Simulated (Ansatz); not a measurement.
Calculated with Ansatz (gas phase, PBE0-D4/def2-TZVP geometries, no zero-point term in ΔE). CBS: MP2 limit from def2 TZ/QZ plus the TZ coupled-cluster correction, frozen cores. Functionals use def2-TZVPP. B3LYP here is the variant with VWN-RPA as its local correlation; programs differ in this. For Se outer-core shells are correlated without core-valence functions, which leaves a few kJ/mol of doubt a bond. Scalar relativity is left out up to krypton. Each species was taken in one conformer, which may not be the lowest.

Reaction (redistribution): `B[SiH2]OC` + `C[Se][SiH](O)F` → `CO[SiH2][SiH](O)F` + `B[Se]C`

`B[SiH2]OC`:

Z-matrix (Å, degrees):
```
Si
O 1 1.649
B 1 1.999 2 111.2
H 1 1.498 2 110.0 3 121.8
H 1 1.498 2 109.9 3 -121.9
C 2 1.407 1 122.1 3 179.9
H 3 1.195 1 123.5 2 0.3
H 3 1.197 1 118.8 2 -179.8
H 6 1.097 2 111.5 1 61.2
H 6 1.097 2 111.5 1 -60.2
H 6 1.091 2 108.4 1 -179.5
```

`C[Se][SiH](O)F`:

Cartesian coordinates in Å:
```
C 0.597 0.782 -1.458
Se -1.227 0.584 -0.762
Si -0.666 -0.873 0.864
O 0.402 -0.254 1.930
F -2.042 -1.240 1.578
H 1.259 1.168 -0.687
H 0.962 -0.172 -1.834
H 0.532 1.494 -2.278
H -0.035 -2.110 0.367
H 0.219 0.620 2.280
```

`CO[SiH2][SiH](O)F`:

Cartesian coordinates in Å:
```
C -0.860 2.361 -0.792
O -0.048 1.229 -0.577
Si -0.568 -0.091 0.258
Si 1.239 -1.581 0.290
O 0.692 -2.924 1.052
F 2.460 -0.942 1.108
H -0.286 3.091 -1.363
H -1.164 2.819 0.156
H -1.761 2.103 -1.361
H -0.993 0.283 1.639
H -1.749 -0.709 -0.415
H 1.804 -1.925 -1.042
H 1.234 -3.714 1.047
```

`B[Se]C`:

```xyz
8

B    -1.209    0.022    1.152
Se   -0.638   -1.006   -0.320
C     0.946   -0.042   -0.924
H    -0.607    0.999    1.478
H    -2.186   -0.361    1.717
H     1.096    0.824   -0.283
H     0.792    0.273   -1.954
H     1.805   -0.708   -0.867
```

Task: Is it downhill or uphill in electronic energy at CCSD(T)/CBS, and by how much? (Best estimate.)

Result: Computed: Downhill: ΔE = -0.41 eV.

Task: What do these levels give: B3LYP-D4, ωB97M-V, B2PLYP, PBE0, HF/def2-TZVPP, SCS-MP2/def2-TZVPP, CCSD/def2-TZVPP, HF/def2-QZVPP, MP2/def2-QZVPP, SCS-MP2/def2-QZVPP, HF/CBS(def2), MP2/CBS(def2)? (An estimate is asked.)

Result: The calculation gave: B3LYP-D4 -0.42, ωB97M-V -0.36, B2PLYP -0.44, PBE0 -0.45, HF/def2-TZVPP -0.28, SCS-MP2/def2-TZVPP -0.40, CCSD/def2-TZVPP -0.40, HF/def2-QZVPP -0.27, MP2/def2-QZVPP -0.40, SCS-MP2/def2-QZVPP -0.39, HF/CBS(def2) -0.27, MP2/CBS(def2) -0.39 eV.

Largest T1 diagnostic among the species: 0.013.

From PBE to PBE0 (25 % exact exchange), in def2-TZVPP and without D4, ΔE moves by +0.06 eV. In def2-TZVPP, CCSD(T) changes the Hartree–Fock value by −0.16 eV (the triples alone add −0.03 eV) and MP2 by −0.15 eV.
